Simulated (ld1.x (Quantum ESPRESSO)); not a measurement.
## Plane-wave convergence, TM potential for silicon (Si)

Si (Z = 14), norm-conserving Troullier–Martins (Kleinman–Bylander form), made with ld1.x (Quantum ESPRESSO) 7.5 (BLYP, scalar-relativistic). Core [Ne], reference 3s2 3p2. Waves: 3p (bound): rc 2.05 bohr; 3d channel at -0.2 Ry: rc 1.85 bohr; 3s (bound): rc 1.90 bohr. Local part: the s channel. Core correction: a·sin(br)/r model core, default radius (core density twice the valence density).

The pseudo-atom Hamiltonian at the reference potential is diagonalised in spherical Bessel functions j_l(qr) that vanish at 20 bohr, with q² up to the cutoff. All-electron valence levels (Ry): 3p -0.2887, 3s -0.7853.

Problem. How do the lowest levels (Ry) of each channel move with the cutoff, and are there ghosts?

Solution.

```
cutoff (Ry)     p #1    d #1     s #1     s #2    f #1  Σ f·Δε (mRy)
          8  -0.2879  0.0490  -0.7569  -0.0289  0.1017          58.2
         10  -0.2880  0.0489  -0.7721  -0.0301  0.1017          27.7
         12  -0.2881  0.0488  -0.7794  -0.0307  0.1017          12.8
         15  -0.2884  0.0488  -0.7819  -0.0309  0.1017           7.4
         18  -0.2886  0.0487  -0.7822  -0.0309  0.1017           6.4
         21  -0.2887  0.0487  -0.7824  -0.0310  0.1017           5.8
         25  -0.2887  0.0487  -0.7830  -0.0310  0.1017           4.5
         30  -0.2887  0.0487  -0.7842  -0.0311  0.1017           2.2
         35  -0.2887  0.0487  -0.7849  -0.0311  0.1017           0.7
         40  -0.2887  0.0487  -0.7852  -0.0311  0.1017           0.2
         45  -0.2887  0.0487  -0.7852  -0.0311  0.1017           0.2
        400  -0.2887  0.0487  -0.7853  -0.0311  0.1017           0.0
```

Result: no extra level below or beside the all-electron valence levels (p, d, s, f tested); 10 mRy is reached at 15 Ry and 1 mRy at 35 Ry.
